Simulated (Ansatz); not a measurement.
Reactions of C4H9Br, SMILES `CCC(C)Br`.

Gas-phase electronic energies from Ansatz, PBE0-D4/def2-TZVP geometries. CCSD(T)/CBS is the MP2 limit (def2-TZVPP, def2-QZVPP) plus CCSD(T) − MP2 in def2-TZVPP, frozen cores. This one scheme is used for every species. DFT in def2-TZVPP. B3LYP here is the variant with VWN-RPA as its local correlation; programs differ in this. Triplets are unrestricted, without spin–orbit coupling. def2 core potentials past Kr. For Br, In outer-core shells are correlated without core-valence functions, which leaves a few kJ/mol of doubt a bond. Scalar relativity is left out up to krypton. Each species was taken in one conformer, which may not be the lowest.

| reaction | B3LYP-D4 (eV) | r2SCAN-D4 (eV) | PBE-D4 (eV) | CCSD(T)/CBS(def2) (eV) |
| --- | --- | --- | --- | --- |
| `CCC(C)Br` + `CCCO` → `CCCOC` + `CC(C)Br` | 0.34 | 0.37 | 0.38 | 0.43 |
| `CCC(C)Br` + `OC(F)F` → `CCOC(F)F` + `CCBr` | 0.46 | 0.49 | 0.51 | 0.56 |
| `CCC(C)Br` + H₂O → `CCC(C)O` + HBr | 0.31 | 0.30 | 0.33 | 0.40 |
| `CCC(C)Br` → `CC(C)Br` + `[CH2]` (triplet) | 4.43 | 4.28 | 4.58 | 4.54 |
| `CCC(C)Br` + `BC(=C)S` → `BC(=C)SC` + `CC(C)Br` | 0.06 | 0.06 | 0.04 | 0.10 |
| `CCC(C)Br` + H–F → `CCC(C)F` + HBr | 0.15 | 0.14 | 0.20 | 0.31 |
| `CCC(C)Br` + HBr → `CC(Br)Br` + `CC` | 0.30 | 0.33 | 0.28 | 0.36 |
| `CCC(C)Br` + `[NH2][In]([F])[F]` → `C[NH][In]([F])[F]` + `CCCBr` | 0.53 | 0.59 | 0.55 | 0.60 |
| `CCC(C)Br` + H₂ → `CCCBr` + CH₄ | -0.64 | -0.60 | -0.59 | -0.57 |
| `CCC(C)Br` + `OBS` → `COBS` + `CCCBr` | 0.55 | 0.62 | 0.60 | 0.65 |

Largest T1 diagnostic: 0.016, for `[NH2][In]([F])[F]`.
